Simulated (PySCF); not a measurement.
## Correlation energy of Nb(3+) (niobium, charge +3)

Starting occupation: [Kr] 4d1 5p1, 4d5/2 with m_j = +5/2, 5p3/2 with m_j = +3/2. All numbers are calculated (PySCF 2.14, X2C-1e with screened-nucleus spin-orbit coupling, Gaussian nucleus, in x2c-TZVPall-2c (8s9p7d1f, 77 functions)). Frozen: [Ar] 3d10; 10 electrons correlated; the 6 highest virtual spinors left out.

MP2 pair energies summed by pair of shells (mhartree):

```tsv
pair	energy	share (%)
4p1/2-4p3/2	-54.53	27.7
4p3/2-4p3/2	-47.47	24.1
4d5/2-4p3/2	-18.95	9.6
4p3/2-4s1/2	-15.25	7.7
4p1/2-4p1/2	-14.63	7.4
4p3/2-5p3/2	-10.89	5.5
4d5/2-4p1/2	-8.38	4.3
4p1/2-4s1/2	-7.96	4.0
4s1/2-4s1/2	-5.98	3.0
4p1/2-5p3/2	-5.25	2.7
4d5/2-5p3/2	-3.54	1.8
4d5/2-4s1/2	-3.17	1.6
4s1/2-5p3/2	-0.86	0.4
```

Total MP2 correlation energy: -196.86 mhartree.

This basis was not built for core-valence correlation, so the inner-shell part is incomplete.
